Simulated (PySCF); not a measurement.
# Hartree-Fock beside MP2: ClGeH2 anion

Calculated results; nothing here was measured. They come from PySCF 2.14.0, an open-source quantum chemistry program, on an isolated molecule that a program drew, which may never have been made. The molecule is ClGeH2 anion (charge -1, singlet), drawn as the SMILES string `[Cl][GeH2-]`.

The geometry was optimised and harmonic frequencies were computed with HF and MP2, all in the aug-cc-pV(D+d)Z basis, for the commonest isotopes, with a restricted reference for singlets and an unrestricted one otherwise, and a frozen core in MP2. Germanium has the aug-cc-pVDZ-PP basis, with a core potential (ECP10MDF) in place of its 10 inner electrons, and its 3s, 3p and 3d shells are frozen in MP2. Each result is a local minimum of its method.

Geometry at the HF minimum:
```xyz
4
ClGeH2 anion, angstrom
Cl   -0.0870   -2.5876    3.6115
Ge   -0.8812   -0.5157    2.6143
H    -1.1370    0.1965    4.0258
H     0.5880    0.1018    2.4551
```

Lengths of the bonds as drawn, in Å (atoms numbered as above):
```
   bond     HF    MP2
Cl1-Ge2  2.433  2.414
 Ge2-H3  1.602  1.612
 Ge2-H4  1.602  1.612
```

Rotational constants, in GHz:
| constant | HF | MP2 |
|---|---|---|
| A | 99.58 | 98.29 |
| B | 3.5 | 3.551 |
| C | 3.489 | 3.544 |

Harmonic frequencies in cm^-1, each column in rising order, so a row needn't be the same motion in every method:
```
rank,HF,MP2
1,248,267
2,642,610
3,697,651
4,974,?
5,1853,1814
6,1866,1816
```

**Estimate the missing MP2 frequency from the HF column.**

A single factor s that minimises the squared misfit of MP2 against s times HF over the other rows is sum(HF x MP2) / sum(HF^2) = 0.9729, with an rms misfit of 19 cm^-1. For rank 4 it gives 0.9729 x 974 = 948 cm^-1. The calculation gives 912 cm^-1, 36 cm^-1 below the estimate. The drawn bonds are on average 0.2 % longer in MP2 than in HF.
